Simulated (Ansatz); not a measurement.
Consider the cleavage of the B–P bond: `PBS` + `N[SiH](O)F` → `O[SiH](F)NBS` + PH₃.

Gas-phase electronic energies from Ansatz, PBE0-D4/def2-TZVP geometries. CCSD(T)/CBS is the MP2 limit (def2-TZVPP, def2-QZVPP) plus CCSD(T) − MP2 in def2-TZVPP, frozen cores. This one scheme is used for every species. DFT in def2-TZVPP. B3LYP here is the variant with VWN-RPA as its local correlation; programs differ in this. HSE06 is defined as in plane-wave codes. Each species was taken in one conformer, which may not be the lowest.

| level | ΔE (kJ/mol) | difference from CCSD(T)/CBS |
| --- | --- | --- |
| LDA (SPW92) | -82.4 | 2.8 |
| PBE-D4 | -78.4 | 6.8 |
| revPBE-D4 | -78.8 | 6.4 |
| BLYP-D4 | -87.4 | -2.2 |
| r2SCAN-D4 | -82.7 | 2.5 |
| B97M-V | -81.8 | 3.4 |
| PBE0-D4 | -81.8 | 3.4 |
| B3LYP-D4 | -89.3 | -4.1 |
| r2SCANh-D4 | -83.7 | 1.5 |
| r2SCAN0-D4 | -85.0 | 0.2 |
| HSE06-D4 | -81.7 | 3.5 |
| BHLYP-D4 | -93.1 | -7.9 |
| CAM-B3LYP-D4 | -93.4 | -8.2 |
| ωB97X-V | -87.7 | -2.5 |
| ωB97M-V | -90.7 | -5.5 |
| B2PLYP | -88.3 | -3.1 |
| PBE-QIDH | -84.6 | 0.6 |
| revPBE | -75.2 | 10.0 |
| BLYP | -85.1 | 0.1 |
| r2SCAN | -81.9 | 3.3 |
| PBE0 | -80.4 | 4.8 |
| B3LYP | -87.5 | -2.3 |
| HSE06 | -80.3 | 4.9 |
| BHLYP | -92.1 | -6.9 |
| CAM-B3LYP | -91.9 | -6.7 |
| LC-ωPBE | -84.2 | 1.0 |
| RPA@PBE/def2-TZVPP | -92.4 | -7.2 |
| HF/def2-SVP | -109.9 | -24.7 |
| MP2/def2-SVP | -105.3 | -20.1 |
| CCSD/def2-SVP | -106.4 | -21.2 |
| CCSD(T)/def2-SVP | -105.7 | -20.5 |
| HF/def2-TZVPP | -97.8 | -12.6 |
| MP2/def2-TZVPP | -88.6 | -3.4 |
| SCS-MP2/def2-TZVPP | -91.7 | -6.5 |
| CCSD(T)/def2-TZVPP | -89.7 | -4.5 |
| MP2/def2-QZVPP | -86.1 | -0.9 |
| SCS-MP2/def2-QZVPP | -89.1 | -3.9 |
| HF/CBS(def2) | -97.8 | -12.6 |
| MP2/CBS(def2) | -84.2 | 1.0 |
| CCSD/CBS(def2) | -86.8 | -1.6 |
| CCSD(T)/CBS | -85.2 | 0 |

Largest T1 diagnostic among the species: 0.016.

From PBE to PBE0 (25 % exact exchange), in def2-TZVPP and without D4, ΔE moves by −3.3 kJ/mol. At CCSD(T), def2-SVP lies −20.5 kJ/mol from the extrapolated value and def2-TZVPP −4.5 kJ/mol. Leaving LDA and LC-ωPBE aside and taking each functional with its dispersion term where it has one, the values spread over 15.0 kJ/mol, from CAM-B3LYP-D4 to PBE-D4. LDA lies −5.3 kJ/mol from PBE without D4.
